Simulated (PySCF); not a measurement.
# From a computed spectrum to the compound

A species of 4 atoms with charge 3 has these harmonic modes (B3LYP, small Gaussian bases with core potentials, PySCF 2.14.0):

```tsv
cm⁻¹	km/mol	symmetry
480	16.3	a1
692	98.2	b2
754	427.2	b1
1642	175.4	a1
3314	824.5	a1
3315	599.2	b2
```

Which species is it, and in which structure?

[Tm(H2O)]3+ (singlet in the valence; each metal's 4f electrons, 12 of them, lie in its core potential, out of spins and levels):
```xyz
4

Tm    0.0000    0.0000   -0.2132
O     0.0000    0.0000    1.9286
H     0.7846    0.0000    2.5621
H    -0.7846    0.0000    2.5621
```
Ideal gas at 298.15 K and 1 bar: S = 268.8 J/(mol K), Cp = 45.5 J/(mol K), H − H(0 K) = 11.1 kJ/mol (rigid rotor, harmonic modes, spin degeneracy alone, that of the 4f electrons in the core included). An lcecp potential fixes the number of 4f electrons, so in runs with it no electron can move into or out of that shell.
 Other answers can fit too; this one was computed.
